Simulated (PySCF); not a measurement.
Job file and geometry (Å, from GFN2-xTB) of an NMR shielding run on `N[Si@H]([SiH3])O[SiH2][SiH3]`, H₁₁NOSi₄, GIAO PBE0/pcSseg-1 NMR shielding, non-relativistic, gas phase in PySCF 2.14.0, density-fitted response routines; density fitting, a coarse starting grid and PySCF grid level 2 are the driver's defaults:

```
$ OMP_NUM_THREADS=1 python probes_run.py task.json out

{"job": {"kind": "nmr", "xc": "PBE0", "basis": "pcSseg-1"}, "charge": 0, "multiplicity": 1}
N     -1.890252    -2.110127     0.675955
Si    -1.179914    -0.596670     1.101976
Si    -1.969275     1.006851    -0.337464
O      0.421346    -0.824574     0.917061
Si     1.840166    -0.742771     0.137603
Si     2.503651     1.459197     0.073766
H     -2.891654    -2.206188     0.671934
H     -1.462724    -2.958483     1.013630
H     -1.235490    -0.288906     2.543322
H     -2.023336     2.330592     0.297221
H     -1.170134     1.188741    -1.557203
H     -3.343437     0.739831    -0.784399
H      1.645203    -1.357398    -1.184223
H      2.693790    -1.645240     0.920598
H      1.435196     2.426631     0.363334
H      3.039834     1.832318    -1.241645
H      3.580032     1.758226     1.028085
```

**Question.** Write the output of this run.

**Answer.** 
```
coarse grid: 15464 points
cycle   1  E = -1293.7733175012  dE =  2.966e-01  |g| = 8.493e-01  |ddm| = 3.680e+00
cycle   2  E = -1293.5155087042  dE =  2.578e-01  |g| = 1.419e+00  |ddm| = 1.982e+00
cycle   3  E = -1293.9025856025  dE = -3.871e-01  |g| = 1.192e-01  |ddm| = 1.490e+00
cycle   4  E = -1293.9045830003  dE = -1.997e-03  |g| = 6.910e-02  |ddm| = 1.579e-01
cycle   5  E = -1293.9055408597  dE = -9.579e-04  |g| = 1.052e-02  |ddm| = 6.671e-02
cycle   6  E = -1293.9055669559  dE = -2.610e-05  |g| = 1.820e-03  |ddm| = 1.485e-02
cycle   7  E = -1293.9055678320  dE = -8.761e-07  |g| = 3.035e-04  |ddm| = 2.743e-03
final grid: 129000 points
cycle   8  E = -1293.9446641082  dE = -1.045e-05  |g| = 8.886e-03  |ddm| = 1.635e-02
cycle   9  E = -1293.9446423257  dE =  2.178e-05  |g| = 1.398e-02  |ddm| = 1.665e-02
cycle  10  E = -1293.9446779815  dE = -3.566e-05  |g| = 6.553e-04  |ddm| = 1.070e-02
cycle  11  E = -1293.9446780512  dE = -6.966e-08  |g| = 2.628e-04  |ddm| = 8.212e-04
cycle  12  E = -1293.9446780648  dE = -1.360e-08  |g| = 4.449e-05  |ddm| = 2.662e-04
cycle  13  E = -1293.9446780652  dE = -4.259e-10  |g| = 9.352e-06  |ddm| = 5.830e-05
converged SCF energy = -1293.9446780652

GIAO shielding tensors (ppm)
atom      isotropic    diamagn.    paramagn.     s11        s22        s33       span
  0 N      239.849     316.117     -76.268    194.252    251.825    273.471     79.219
  1 Si     364.347     879.876    -515.529    334.259    372.135    386.646     52.387
  2 Si     473.827     882.394    -408.568    464.031    472.504    484.945     20.913
  3 O      311.352     401.996     -90.644    224.931    321.530    387.595    162.664
  4 Si     381.343     880.539    -499.196    319.270    359.995    464.763    145.492
  5 Si     468.958     881.156    -412.198    446.012    475.599    485.264     39.252
  6 H       31.612      29.550       2.061     24.536     27.407     42.891     18.355
  7 H       31.026      30.172       0.854     23.649     27.981     41.449     17.801
  8 H       25.821      29.475      -3.654     22.454     24.093     30.917      8.463
  9 H       28.475      30.418      -1.943     25.263     26.425     33.737      8.474
 10 H       28.322      31.743      -3.421     24.986     27.315     32.664      7.678
 11 H       28.539      29.992      -1.453     24.945     26.532     34.139      9.194
 12 H       25.955      30.608      -4.653     22.285     25.083     30.497      8.211
 13 H       26.092      28.919      -2.826     22.263     24.963     31.050      8.787
 14 H       28.252      30.885      -2.633     24.560     27.563     32.631      8.071
 15 H       28.358      29.430      -1.072     25.227     25.900     33.947      8.721
 16 H       28.230      28.947      -0.716     25.030     25.714     33.947      8.917
```

**Question.** Turn these shieldings into chemical shifts. Referencing at the same level of theory: 15N (267.73 ppm) against NH3; TMS for 29Si (349.16 ppm) and 1H (31.72 ppm); 17O (336.08 ppm) vs H2O.

**Answer.** Averaging equivalent atoms: N 0: 27.9; Si 1: -15.2; Si 4: -32.2; Si 5: -119.8; Si 2: -124.7; O 3: 24.7; H 8: 5.90; H 12: 5.76; H 13: 5.62; H 14/15/16: 3.44; H 9/10/11: 3.27; H 6/7: 0.40 ppm. Experimental scales use liquid or dissolved standards, which lie at an offset from isolated NH3 (liquid NH3: subtract about 20 ppm) and H2O (liquid H2O: subtract about 36 ppm).

Size and cost of the density-fitted run: 185 basis functions, 50 s wall time on 1 thread of an Arm Neoverse N1, shared host; peak memory 0.83 GiB.
